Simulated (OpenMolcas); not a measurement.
## Se2+: Slater's ratio, the spin-orbit constant, worked from levels

| Quantity | Value |
| --- | --- |
| Program | OpenMolcas 26.06 |
| Basis | ANO-RCC-VQZP [7s6p4d2f1g] |
| Scalar Hamiltonian | DKH2, point nucleus |
| Active space | 4 electrons in 9 orbitals (RAS2 4s 4p; RAS3 4d, at most 2 electrons) |
| State averaging | 2S+1 = 3 even, 6 roots; 2S+1 = 1 even, 12 roots; 2S+1 = 5 odd, 1 root; 2S+1 = 3 odd, 8 roots; 2S+1 = 1 odd, 8 roots |
| Spin-orbit coupling | RASSI with atomic mean-field integrals over the reference wave functions, term energies averaged over their components |

Methods: RASSCF; MS-RASPT2, IPEA 0.25 Eh, imaginary shift 0.1 Eh (closed shells correlated: 3d). Measured levels: Moore, Atomic Energy Levels, vol. II, NSRDS-NBS 35 (1971 reprint of NBS Circular 467, 1952).

**Slater's ratio.** With one set of orbitals, p2 has 1D - 3P = 6 F2 and 1S - 1D = 9 F2 (F2 = F²/25), a ratio of 3/2. Term energies are centres of gravity, weighted by 2J + 1.

```csv
Source,1D - 3P,1S - 3P,F2 from the first,Ratio
RASSCF,12033,27779,2006,1.309
MS-RASPT2,10475,25586,1746,1.443
```

Energies in cm-1. A ratio away from 3/2 shows effects beyond one configuration with one set of orbitals, and in heavier atoms second-order spin-orbit shifts.

**The spin-orbit constant.** For the Hund term 3P of p2, E(J) = (A/2) J(J+1) + constant and ζ = 2S·A = 2A. From J = 0 to J = 2 the energy changes by 3 A.

```tsv
Source	E(2) - E(0)	A	ζ
RASSCF	3505.8	1168.6	2337
MS-RASPT2	3505.7	1168.6	2337
measured	3937.0	1312.3	2625
```

All in cm-1. MS-RASPT2 is off by -11.0 % and RASSCF by -11.0 %. Both methods take the spin-orbit matrix elements from the reference wave functions, so the second can move ζ only through the term energies and any multistate remixing. Second-order mixing with other terms is absorbed into this ζ.

CASPT2 breaks the degeneracy within a term, and the mean is taken; among the terms shown or strongly mixed into the levels shown the widest spread is 15 cm-1 (4s2 4p2 1D, MS-RASPT2). The run also gave levels led by 4s 4p2 4d, 4s2 4p 4d, which use shells meant for correlation; these and all levels above them are left out. Measured partners are found by configuration, term and J. A level has none where our copy of the source lacks it or the pairing is in doubt (some pairs that miss far off the trend of their configuration count as doubtful), and it then counts in no deviation. Only configurations of the active space appear.
